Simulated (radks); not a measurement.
All-electron atom: the iron ion Fe3+ in [Ne] 3s1 3p6 3d5 4p1 (not the ground configuration). All-electron calculation, Dirac Kohn-Sham, PBEsol, spin-unpolarised, spherical densities, finite nucleus; open shells fill j = l - 1/2 first; Fermi nuclear charge, rms radius 3.7377 fm. Program: a radial shooting solver on a logarithmic mesh with Libxc functionals.

Radial electron density D(r) = 4 pi r^2 rho(r):

| r (bohr) | D(r) (e/bohr) |
|---|---|
| 0.007247 | 5.750 |
| 0.009437 | 8.620 |
| 0.01229 | 12.49 |
| 0.016 | 17.32 |
| 0.02083 | 22.68 |
| 0.02713 | 27.65 |
| 0.03533 | 30.83 |
| 0.046 | 31.00 |
| 0.0599 | 28.29 |
| 0.07799 | 25.11 |
| 0.1016 | 25.12 |
| 0.1322 | 29.59 |
| 0.1722 | 34.28 |
| 0.2242 | 32.43 |
| 0.292 | 23.22 |
| 0.3802 | 14.63 |
| 0.495 | 13.41 |
| 0.6446 | 15.61 |
| 0.8394 | 13.80 |
| 1.093 | 8.126 |
| 1.423 | 3.351 |
| 1.853 | 1.286 |
| 2.413 | 0.6485 |
| 3.142 | 0.2945 |
| 4.091 | 0.07427 |
| 5.327 | 0.007964 |
| 6.937 | 0.0002763 |

D(r) has 3 maxima, at r = 0.0408, 0.187, 0.676 bohr, and minima at 0.0894, 0.450 bohr, inside which lie 2.12, 10.77 electrons.
